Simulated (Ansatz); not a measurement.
Diatomic BeS+, multiplicity 4 (an upper state: multiplicity 2 came lower at CCSD(T)/def2-TZVPP on PBE0 minima).

Seven points along R, fitted to fifth degree in 1/R; most abundant isotopes. Runs in def2 and cc sets follow the lowest solution found near the PBE0 minimum.

The values were computed with Ansatz (Gaussian orbitals). Each number belongs to the level named beside it.

Energies at PBE0/def2-TZVPP:

| R (Å) | E (hartree) |
|---|---|
| 2.054851 | -412.34516946 |
| 2.110089 | -412.34690151 |
| 2.160908 | -412.34772978 |
| 2.218356 | -412.34795957 |
| 2.275803 | -412.34759372 |
| 2.342089 | -412.34659949 |
| 2.419422 | -412.34486455 |

### Question
With a reduced mass of 7.0305 u, find the minimum, the force constant and the constants.

### Answer
A fifth-degree polynomial in 1/R puts the minimum at r_e = 2.2096 Å with force constant 81.3 N/m. Then ω_e = (1/2πc)√(k/μ) = 443 cm⁻¹ and B_e = h/(8π²cμr_e²) = 0.4911 cm⁻¹; the cubic and quartic terms give α_e = 0.0068 and ω_e x_e = 4.1 cm⁻¹.

Ansatz is a program for electronic structure.
